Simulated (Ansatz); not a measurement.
Reaction (germylene formation by 1,1-elimination): `O[Si](O)(Cl)[GeH2][Cl]` → `[GeH2]` + `O[Si](O)(Cl)Cl`

Computed with Ansatz on PBE0-D4/def2-TZVP structures; ΔE is electronic, products minus reactants. CCSD(T)/CBS is the MP2 limit (def2-TZVPP, def2-QZVPP) plus CCSD(T) − MP2 in def2-TZVPP, frozen cores. DFT in def2-TZVPP. For Ge outer-core shells are correlated without core-valence functions, which leaves a few kJ/mol of doubt a bond. Scalar relativity is left out up to krypton. One conformer a species, not always the lowest.

`O[Si](O)(Cl)[GeH2][Cl]`:

Cartesian coordinates in Å:
```
O 0.524 -1.996 -0.349
Si -0.216 -0.559 -0.501
O -1.773 -0.719 -0.044
Cl -0.161 0.109 -2.447
Ge 0.930 1.025 0.845
Cl -0.492 2.670 0.910
H 0.164 -2.759 -0.806
H -2.351 0.040 -0.151
H 1.154 0.598 2.303
H 2.221 1.591 0.241
```

`[GeH2]`:

Cartesian coordinates in Å:
```
Ge 0.410 0.529 0.333
H 0.721 -0.648 -0.697
H -1.131 0.119 0.364
```

`O[Si](O)(Cl)Cl`:

Z-matrix (Å, degrees):
```
Si
O 1 1.615
Cl 1 2.026 2 106.6
O 1 1.622 2 109.0 3 121.4
Cl 1 2.044 2 111.9 3 -117.9
H 2 0.959 1 117.8 3 -173.1
H 4 0.959 1 118.4 2 167.9
```

| level | ΔE (kJ/mol) |
| --- | --- |
| ωB97X-V | 159.1 |
| PBE | 152.0 |

Task: What does CCSD(T)/CBS give? (Best estimate.)

Result: Ansatz gave: +151.2 kJ/mol. The listed levels differ from it by 7.9, 0.8 kJ/mol.

Largest T1 diagnostic among the species: 0.012.

From PBE to PBE0 (25 % exact exchange), in def2-TZVPP and without D4, ΔE moves by +5.3 kJ/mol. The D4 term adds +14.4 kJ/mol with B3LYP and +8.3 kJ/mol with PBE0; it sums over pairs of atoms, weighted by their polarisabilities, and B3LYP, whose exchange is more repulsive, gets the larger term.

B3LYP here is the variant with VWN-RPA as its local correlation; programs differ in this.
